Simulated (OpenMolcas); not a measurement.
Ta4+ among 5 point charges of -1 e arranged as a trigonal bipyramid (D3h), 2.26 Å from the ion, with the axial distance 2.305 Å.

```
Program             : OpenMolcas 26.06
Method              : CASSCF
Basis               : ANO-RCC-VDZP [7s6p4d2f1g]
Scalar Hamiltonian  : DKH2, point nucleus
Active space        : 1 electron in 5 orbitals (5d)
State averaging     : 2S+1 = 2 even, 5 roots
Spin-orbit coupling : state interaction with AMFI integrals over the reference wave functions
```

(1) What is the spin-free ground state (labels of D3, the rotations of D3h)?

(2) Where is the first state of the same spin?

(3) What are the lowest two levels with spin-orbit coupling?

(4) What is χT at 300 K, and how does it compare with the textbook value?

Results:

(1) 2E, 2-fold in its orbital part, 100 % from free-ion D terms; it has the highest spin that d1 allows.

(2) 2E at 525 cm-1 above the ground state.

(3) A 2-fold level E3/2 with g = 0.00, 0.00, 2.43, then a 2-fold level E1/2 948.3 cm-1 above it. Their leading multiplicities are 2 (100 %) and 2 (100 %).

(4) The lowest level has 2S+1 = 2, for which the spin-only value is χT = S(S+1) / 2 = 0.375 cm3 K/mol (g = 2). The computed 0.228 at 300 K differs by -0.147, through orbital momentum, spin-orbit coupling and any other state in reach.

An orbital doublet at a regular site is open to a Jahn-Teller distortion, which this geometry leaves out. This is an electrostatic model: the charges have no orbitals. No measured value stands beside these numbers.
